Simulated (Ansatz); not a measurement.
```yaml
crystal:
  periodic: [false, false, false]
  atoms:
    - {symbol: Sr, position_ang: [-3.167155, -1.620454, -2.731614]}
    - {symbol: Sr, position_ang: [3.228401, 1.064593, -0.993457]}
    - {symbol: Sr, position_ang: [1.209412, -0.371052, 2.382814]}
    - {symbol: Sr, position_ang: [0.592771, -2.311439, -1.251989]}
    - {symbol: Sr, position_ang: [-0.932999, 1.419979, -0.587501]}
    - {symbol: Sr, position_ang: [-2.708953, -1.831872, 1.327213]}
    - {symbol: Sr, position_ang: [1.778522, 3.650234, 1.854544]}
basis:
  gaussian: {orbitals: STO-3G, point_charges: [{charge: -1.00, position_ang: [6.776, 0.726, -0.331]}]}
total_charge: 1
magnetization: {spin_polarized: true, initial_magnetization: 1}
hamiltonian: {xc: {name: HF}}
correlation: {method: rpa}
scf: {lower_state_search: off}
```

```sh
$ ansatz run in.yaml --threads 4 --pin off --events-out ev --progress --plain --max-ram 4787MiB
```

Output, abridged:

```
Functional definition: HF
1461 factors; integrals over basis functions are off by at most 3.7e-4 eV
mean field evaluation 1: about -590323.4944 eV, gradient 5.2e0 eV
mean field evaluation 2: about -590323.5433 eV, gradient 5.2e0 eV
mean field evaluation 4: about -590324.1801 eV, gradient 6.9e-1 eV
mean field evaluation 8: about -590324.2129 eV, gradient 2.7e-2 eV
mean field -590324.21314664 eV, -21694.0146970158 hartree, gradient 1.7e-6 eV, S^2 0.819328; 0 other end points of the search recorded, 0 dependent functions left out
63 core orbitals not correlated: weight in the atoms' cores, before any rotation towards them, 1.000 or more for the frozen orbitals, at most 0.000 for the correlated occupied ones
reference -590324.21314664 eV, -21694.0146970158 hartree; 70, 69 occupied and 21, 22 virtual orbitals, 1461 factors
Total energy: -590330.04414923 eV, -21694.2289824085 hartree
Checks for a lower state left out: stability, starts, cluster_reference, orbital_swaps, neighbouring_geometries, increment
```

Hardware: 4 threads of Intel Xeon on a shared host. Wall time 16 s, peak host memory 1.9 GiB.

Correlated methods freeze 63 core orbitals; core or outer-core shells of Sr are correlated, in sets that lack core-valence functions.
